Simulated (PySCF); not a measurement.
Job file and geometry (Å, from PBE0-D3(BJ)/def2-SVP) of an NMR shielding run on `CN(C)C(=O)CCB(F)F`, C5H10BF2NO, PySCF, GIAO KT2/pcSseg-1 NMR shielding, non-relativistic, gas phase; density fitting, a coarse starting grid and PySCF grid level 2 are the driver's defaults:

```
$ OMP_NUM_THREADS=1 python probes_run.py task.json out

{"job": {"kind": "nmr", "xc": "KT2", "basis": "pcSseg-1", "pop": false}, "charge": 0, "multiplicity": 1}
C     -2.700047    -0.232695    -0.929427
N     -1.512976     0.179914    -0.222266
C     -1.692578     1.237017     0.736666
C     -0.327835    -0.444746    -0.501731
O     -0.246624    -1.325067    -1.339924
C      0.903817     0.009494     0.271750
C      2.123652    -0.833209    -0.058386
B      3.478414    -0.293675     0.488533
F      4.578994    -1.027222     0.478448
F      3.605376     0.935458     0.968736
H     -2.427216    -1.038222    -1.620629
H     -3.469149    -0.597870    -0.226824
H     -3.129886     0.608321    -1.500661
H     -2.137122     2.126238     0.255957
H     -0.741897     1.541879     1.185225
H     -2.371523     0.926405     1.551303
H      1.097318     1.070958     0.040715
H      0.695198    -0.022216     1.353849
H      2.222045    -0.920045    -1.156355
H      1.983400    -1.878770     0.261372
```

**Question.** Write the output of this run.

**Answer.** 
```
coarse grid: 17040 points
cycle   1  E = -559.2115473126  dE =  1.227e+00  |g| = 1.269e+00  |ddm| = 3.932e+00
cycle   2  E = -557.4393043075  dE =  1.772e+00  |g| = 3.033e+00  |ddm| = 5.556e+00
cycle   3  E = -559.4035146597  dE = -1.964e+00  |g| = 6.855e-01  |ddm| = 5.268e+00
cycle   4  E = -559.4992395499  dE = -9.572e-02  |g| = 2.120e-01  |ddm| = 7.456e-01
cycle   5  E = -559.5052210203  dE = -5.981e-03  |g| = 1.057e-01  |ddm| = 2.075e-01
cycle   6  E = -559.5075804047  dE = -2.359e-03  |g| = 2.634e-02  |ddm| = 9.838e-02
cycle   7  E = -559.5077304133  dE = -1.500e-04  |g| = 8.098e-03  |ddm| = 2.564e-02
cycle   8  E = -559.5077426742  dE = -1.226e-05  |g| = 2.765e-03  |ddm| = 7.485e-03
cycle   9  E = -559.5077441983  dE = -1.524e-06  |g| = 6.316e-04  |ddm| = 2.490e-03
final grid: 166376 points
cycle  10  E = -559.6178170943  dE = -2.941e-04  |g| = 4.301e-02  |ddm| = 6.123e-02
cycle  11  E = -559.6171888312  dE =  6.283e-04  |g| = 7.593e-02  |ddm| = 6.820e-02
cycle  12  E = -559.6180981650  dE = -9.093e-04  |g| = 5.368e-03  |ddm| = 4.597e-02
cycle  13  E = -559.6181027223  dE = -4.557e-06  |g| = 2.321e-03  |ddm| = 6.497e-03
cycle  14  E = -559.6181037233  dE = -1.001e-06  |g| = 6.492e-04  |ddm| = 2.343e-03
cycle  15  E = -559.6181038287  dE = -1.054e-07  |g| = 9.951e-05  |ddm| = 7.076e-04
cycle  16  E = -559.6181038307  dE = -1.986e-09  |g| = 4.751e-05  |ddm| = 1.333e-04
cycle  17  E = -559.6181038311  dE = -4.218e-10  |g| = 1.082e-05  |ddm| = 3.793e-05
converged SCF energy = -559.6181038311

GIAO shielding tensors (ppm)
atom      isotropic    diamagn.    paramagn.     s11        s22        s33       span
  0 C      150.051     245.013     -94.962    121.292    145.019    183.842     62.550
  1 N      145.026     333.722    -188.696     42.071    163.735    229.274    187.203
  2 C      146.925     248.834    -101.909    126.389    132.972    181.412     55.022
  3 C       24.005     252.287    -228.282    -51.440     40.073     83.382    134.821
  4 O      -54.270     403.368    -457.638   -348.071   -154.322    339.583    687.654
  5 C      155.735     258.694    -102.959    144.937    151.405    170.863     25.926
  6 C      173.981     251.160     -77.179    165.866    168.919    187.159     21.292
  7 B       72.604     195.292    -122.688     47.954     77.852     92.006     44.052
  8 F      229.091     464.122    -235.031     50.375    290.135    346.763    296.387
  9 F      230.495     472.958    -242.463     39.704    288.811    362.969    323.265
 10 H       26.233      30.099      -3.866     20.647     27.408     30.644      9.997
 11 H       29.130      28.138       0.992     24.567     27.008     35.814     11.247
 12 H       29.153      28.208       0.946     24.551     27.096     35.814     11.263
 13 H       28.567      29.935      -1.369     24.804     26.059     34.837     10.034
 14 H       27.830      32.886      -5.056     22.477     29.992     31.021      8.544
 15 H       28.507      30.006      -1.500     24.762     25.881     34.877     10.114
 16 H       29.012      35.021      -6.009     23.095     31.483     32.458      9.363
 17 H       29.038      35.268      -6.230     23.365     30.433     33.317      9.952
 18 H       29.561      30.610      -1.050     24.685     29.388     34.609      9.924
 19 H       30.111      30.565      -0.453     25.292     29.150     35.892     10.600
```

**Question.** Turn these shieldings into chemical shifts. δ = σ(ref) − σ, references computed at the same level: ¹³C (183.22 ppm), ¹H (31.18 ppm) vs TMS; ¹⁵N (264.30 ppm) against NH3; H2O for ¹⁷O (330.66 ppm); ¹¹B (99.90 ppm) vs BF3·OEt2; ¹⁹F (138.57 ppm) against CFCl3.

**Answer.** Averaging equivalent atoms: C 3: 159.2; C 2: 36.3; C 0: 33.2; C 5: 27.5; C 6: 9.2; N 1: 119.3; O 4: 384.9; B 7: 27.3; F 8/9: -91.2; H 10/11/12: 3.01; H 13/14/15: 2.88; H 16/17: 2.15; H 18/19: 1.34 ppm. Unscaled 19F shifts against computed CFCl3 carry errors that often reach 10 to 50 ppm. Unscaled 17O shifts of doubly bonded oxygen tend to come out too high, by tens of ppm or more. Experimental scales use liquid or dissolved standards, which lie at an offset from isolated NH3 (liquid NH3: subtract about 20 ppm) and H2O (liquid H2O: subtract about 36 ppm).

Size and cost of the density-fitted run: 220 basis functions, 89 s wall time on 1 thread of an Arm Neoverse N1, shared host; peak memory 0.87 GiB.
